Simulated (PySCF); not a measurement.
# Indium: a sound run and one with changed settings

Sound run: In⁺ [Kr] 4d10 5s2, In²⁺ [Kr] 4d10 5s1. Calculation: PySCF 2.14, in cc-pVTZ-PP with ECP28MDF; scalar relativity through the core potential. In the sound run the correlated levels freeze 4s2 4p6 4d10 outside the core potential. The sound run starts from symmetry-adapted Hartree-Fock orbitals and uses a fine grid where one is needed.

Changed run: initial guess minao, at most 50 SCF cycles, level shift 2.0 hartree.

| species | method | sound run (hartree) | changed run (hartree) | converged |
| --- | --- | --- | --- | --- |
| In⁺ | UHF | -189.01875 | -189.01875 | yes |
| In⁺ | PBE0 | -189.90753 | -189.90753 | yes |
| In⁺ | M06-L | -190.05728 | -190.05728 | yes |
| In⁺ | MP2 | -189.04201 | -189.02453 | yes |
| In⁺ | CCSD(T) | -189.05144 | -189.05144 | yes |
| In²⁺ | UHF | -188.39358 | -188.39358 | yes |
| In²⁺ | PBE0 | -189.21971 | -189.21971 | yes |
| In²⁺ | M06-L | -189.37130 | -189.37130 | yes |

Ionisation energy of In⁺:

```
 method  sound run (eV)  changed run (eV)
    UHF          17.012            17.012
   PBE0          18.716            18.716
  M06-L          18.667            18.667
    MP2          17.645            17.169
SCS-MP2          17.771            17.200
   CCSD          17.901            17.901
CCSD(T)          17.901            17.901
  CCSDT          17.901            17.901
    FCI          17.901            17.901
```

A level shift leaves the converged SCF energy unchanged but raises the virtual orbital energies, which shrinks MP2 if it is not removed.

For comparison, NIST gives 18.870 eV between the lowest levels.
